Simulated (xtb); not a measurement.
Ga(H)(Br)(NH2) (BrGaH3N), SMILES [NH2][GaH][Br]. All values are semi-empirical tight-binding results from xtb (GFN2-xTB unless named), good for trends rather than for accurate numbers. The structure is a stationary point at GFN2-xTB. The structure was generated by enumeration; whether it is a known compound was not checked. Other conformers were not sampled.

For metal compounds this method's bond lengths and energies can be far off.

- point group as xtb finds it: Cs
- orbital gap: 4.26 eV
- zero-point energy: 18.5 kcal/mol
- G − E(el) at 298.15 K (modified RRHO): -0.7 kcal/mol
